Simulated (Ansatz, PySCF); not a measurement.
This PySCF input computes a CAM-B3LYP/def2-TZVPD energy:

```python
from pyscf import gto, scf, dft

mol = gto.M(
    atom='''
    C    -0.98503697   -1.11307039   -0.39451663
    C     0.21012294   -0.30689869   -0.04069099
    C     1.54513429   -0.95689555   -0.00108291
    C     0.07677189    1.08365598    0.25939625
    O    -0.99025190    1.69933879    0.24979525
    H    -1.10826021   -1.94818311    0.30391195
    H    -1.88390697   -0.50064779   -0.38109857
    H    -0.86911854   -1.56011752   -1.38805148
    H     1.79495792   -1.39671323   -0.97327723
    H     2.33358310   -0.25461153    0.27143080
    H     1.55601556   -1.78445539    0.71727601
    H     1.01679149    1.60927009    0.51281225
    ''',
    basis='def2-tzvpd',
    charge=0,
    spin=1,
    verbose=4,
)

mf = dft.UKS(mol, xc='camb3lyp').density_fit(auxbasis='def2-universal-jkfit')
mf.grids.level = 3
mf.conv_tol = 1e-9
mf.max_cycle = 100
mf.max_memory = 1500
mf.kernel()
if not mf.converged:
    mf = mf.newton()
    mf.kernel(mf.make_rdm1())
for _ in range(2):
    mo, _, stable, _ = mf.stability(return_status=True)
    if stable:
        break
    mf.kernel(mf.make_rdm1(mo, mf.mo_occ))
mf.analyze()
```

Q: Write an input for the same energy in Ansatz (a first-principles code) and say what it gives.

A: 
Ansatz 0.2 input:
```yaml
crystal:
  periodic: [false, false, false]
  atoms:
    - {symbol: C, position_ang: [-0.98503697, -1.11307039, -0.39451663]}
    - {symbol: C, position_ang: [0.21012294, -0.30689869, -0.04069099]}
    - {symbol: C, position_ang: [1.54513429, -0.95689555, -0.00108291]}
    - {symbol: C, position_ang: [0.07677189, 1.08365598, 0.25939625]}
    - {symbol: O, position_ang: [-0.99025190, 1.69933879, 0.24979525]}
    - {symbol: H, position_ang: [-1.10826021, -1.94818311, 0.30391195]}
    - {symbol: H, position_ang: [-1.88390697, -0.50064779, -0.38109857]}
    - {symbol: H, position_ang: [-0.86911854, -1.56011752, -1.38805148]}
    - {symbol: H, position_ang: [1.79495792, -1.39671323, -0.97327723]}
    - {symbol: H, position_ang: [2.33358310, -0.25461153, 0.27143080]}
    - {symbol: H, position_ang: [1.55601556, -1.78445539, 0.71727601]}
    - {symbol: H, position_ang: [1.01679149, 1.60927009, 0.51281225]}
basis:
  gaussian:
    orbitals: def2-TZVPD
hamiltonian:
  xc: {name: CAM-B3LYP}
magnetization: {spin_polarized: true, initial_magnetization: 1}
output: {forces: true}
```
It gives -231.79244 Eh, and PySCF -231.79254 Eh, a difference of 0.10 mEh, from the treatment of integrals and grids.

It need not be the lowest isomer of its formula.
